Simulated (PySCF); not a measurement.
Species: C4H6S2Si.
Numbering: `[CH:1]#[C:2][C@@H:3]1[CH2:4][S:5][SiH2:6][S:7]1` (hydrogens: H8 on C1; H9 on C3; H10, H11 on C4; H12, H13 on Si6)

Structure optimised with GFN2-xTB, isolated species.

Question: What internal coordinates does the optimisation give?

Answer: 
```tsv
bond	length (pm)	order
C1≡C2	119.7	triple
C2–C3	144.2	single
C3–C4	152.0	single
C4–S5	182.8	single
S5–Si6	214.3	single
Si6–S7	214.1	single
C3–S7	185.1	single
C1–H8	104.9	single
C3–H9	109.4	single
C4–H10	109.0	single
C4–H11	109.0	single
Si6–H12	145.0	single
Si6–H13	145.1	single
```

Orders are formal, as drawn. A selection of angles:
```tsv
angle	degrees
C2–C1–H8	177.6
C1–C2–C3	175.9
C2–C3–C4	112.2
C2–C3–S7	109.8
C2–C3–H9	110.2
C4–C3–S7	109.4
C4–C3–H9	109.9
S7–C3–H9	105.0
C3–C4–S5	111.9
C3–C4–H10	110.5
C3–C4–H11	110.6
S5–C4–H10	106.2
S5–C4–H11	108.0
H10–C4–H11	109.5
C4–S5–Si6	96.2
S5–Si6–S7	100.6
S5–Si6–H12	111.6
S5–Si6–H13	108.6
S7–Si6–H12	107.3
S7–Si6–H13	111.4
H12–Si6–H13	116.2
C3–S7–Si6	95.0
```

Torsions: C2–C3–C4–S5 -63° (synclinal); C3–C4–S5–Si6 -38° (synclinal); C4–S5–Si6–S7 7° (synperiplanar); S5–Si6–S7–C3 18° (synperiplanar); C2–C3–S7–Si6 78° (synclinal).

S5 (sulfur bonded to C and Si) is bent (angle 96.2°). Si6 (SiH2 silicon) is distorted tetrahedral (angles from 100.6° to 116.2°). The 2 C–S bonds span 1.828 Å (C4–S5, drawn single) to 1.851 Å (C3–S7, drawn single), a spread of 0.023 Å. The 3 C–C bonds span 1.197 Å (C1≡C2, drawn triple) to 1.520 Å (C3–C4, drawn single), a spread of 0.323 Å. S7 (sulfur bonded to C and Si) is bent (angle 95.0°). The 5-membered ring C3–C4–S5–Si6–S7 has internal angles of 95.0° to 111.9°; it is puckered, 0.23 Å rms from its mean plane, widest ring torsion 60°.

Point group: C1 (no symmetry element, even within 0.4 Å). Stationary, but not proved a minimum. The numbers are those of one conformer.

All values are computed, not measured.
